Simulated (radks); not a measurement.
The numbers below are computed, except where a source is named.
Pd+, 45 electrons, occupied as [Kr] 4d8 6s1 (not the ground configuration).

Code: a radial shooting solver on a logarithmic mesh with Libxc functionals. Model: scalar-relativistic Kohn-Sham, r2SCAN, spin-unpolarised, spherical densities, finite nucleus; meta-GGA in the generalised Kohn-Sham scheme; Fermi nuclear charge, rms radius 4.5318 fm.

Energy parts (Ry):
total: -10091.26691
kinetic: 10467.42010
electron-nucleus: -24319.93283
Hartree: 4048.65665
exchange-correlation: -287.41083

Orbitals (lengths in bohr, moments of r in powers of bohr):
orbital  occ.  eigenvalue (Ry)   <1/r>      <r^4>
1s          2        -1781.226   48.23  4.893e-06
2s          2        -262.3683   10.96  0.0008752
2p          6        -235.1767   10.58  0.0006285
3s          2        -48.96805   3.839    0.04123
3p          6        -39.95470   3.651    0.04449
3d         10        -25.67596   3.418    0.04391
4s          2         -7.94759   1.450      1.542
4p          6         -5.35907   1.304      2.369
4d          8         -1.66616  0.9750      9.639
6s          1         -0.38010  0.1988       2896

The highest occupied level is 6s at -5.172 eV. The density falls to 0.001 e/bohr^3 at r = 3.36 bohr. The electron density at the nucleus is 1.359e+05 e/bohr^3 (large components only). Summed over all electrons, <r^2> = 76.18 bohr^2, which gives a Langevin (diamagnetic) susceptibility term of -60.3 x 10^-6 cm^3/mol.
